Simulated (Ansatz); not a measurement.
Input (CCSDT(Q)/cc-pVDZ; Ansatz, a first-principles code):

Ansatz 0.2 input:
```yaml
crystal:
  periodic: [false, false, false]
  atoms:
    - {symbol: C, position_ang: [1.43060808, 0.43041908, 0.73373289]}
    - {symbol: C, position_ang: [0.78877166, -0.35537351, -0.36737317]}
    - {symbol: C, position_ang: [-0.50885933, -0.45096405, -0.64892813]}
    - {symbol: C, position_ang: [-1.65064521, 0.20343725, 0.06517448]}
    - {symbol: H, position_ang: [2.00700016, -0.22612836, 1.39219889]}
    - {symbol: H, position_ang: [2.13592193, 1.16115999, 0.32702668]}
    - {symbol: H, position_ang: [0.70906912, 0.96813751, 1.34673090]}
    - {symbol: H, position_ang: [1.47795607, -0.90619504, -1.00135274]}
    - {symbol: H, position_ang: [-0.79078549, -1.07332284, -1.49361551]}
    - {symbol: H, position_ang: [-1.32910762, 0.81799436, 0.90449520]}
    - {symbol: H, position_ang: [-2.34911356, -0.54702333, 0.44702619]}
    - {symbol: H, position_ang: [-2.22019180, 0.84026503, -0.61814603]}
basis:
  gaussian:
    orbitals: cc-pVDZ
magnetization: {spin_polarized: false}
correlation: {method: ccsdt_q, electrons: outside_noble_gas}
```

Output:

```
Functional definition: HF
integrals: 0.16 GiB planned
1880 factors; integrals over basis functions are off by at most 2.1e-7 eV
mean field: 0.47 GiB planned
mean field evaluation 1: about -4245.6936 eV, gradient 2.9e1 eV
mean field evaluation 2: about -4245.6960 eV, gradient 2.9e1 eV
mean field evaluation 4: about -4248.2389 eV, gradient 2.9e0 eV
mean field evaluation 8: about -4248.2702 eV, gradient 4.8e-3 eV
mean field evaluation 16: about -4248.2702 eV, gradient 2.9e-6 eV
mean field -4248.27022512 eV, -156.1210511920 hartree, gradient 2.9e-6 eV, S^2 0.000000; 0 other end points of the search recorded, 0 dependent functions left out
4 core orbitals not correlated
reference -4248.27022512 eV, -156.1210511920 hartree; 12, 12 occupied and 80, 80 virtual orbitals, 1880 factors
second order -15.25638318 eV of doubles, -0.00000000 eV of singles
coupled cluster: 4.74 GiB planned
cycle   1  -16.21343028 eV  change   -9.6e-1 eV  update   1.0e-1
cycle   2  -17.03708342 eV  change   -8.2e-1 eV  update   4.1e-2
cycle   3  -17.32247629 eV  change   -2.9e-1 eV  update   1.8e-2
cycle   4  -17.29369736 eV  change    2.9e-2 eV  update   5.9e-3
cycle   5  -17.29354579 eV  change    1.5e-4 eV  update   3.0e-3
cycle   6  -17.29792276 eV  change   -4.4e-3 eV  update   9.0e-4
cycle   7  -17.29815473 eV  change   -2.3e-4 eV  update   3.5e-4
cycle   8  -17.29802721 eV  change    1.3e-4 eV  update   1.0e-4
cycle   9  -17.29805567 eV  change   -2.8e-5 eV  update   3.9e-5
cycle  10  -17.29806202 eV  change   -6.3e-6 eV  update   1.1e-5
cycle  11  -17.29803961 eV  change    2.2e-5 eV  update   4.6e-6
cycle  12  -17.29804346 eV  change   -3.8e-6 eV  update   1.9e-6
cycle  13  -17.29804490 eV  change   -1.4e-6 eV  update   5.9e-7
coupled cluster: 4.74 GiB planned
perturbative correction -0.03327683 eV, -0.0012229009 hartree
Total energy: -4265.60154684 eV, -156.7579655180 hartree
```
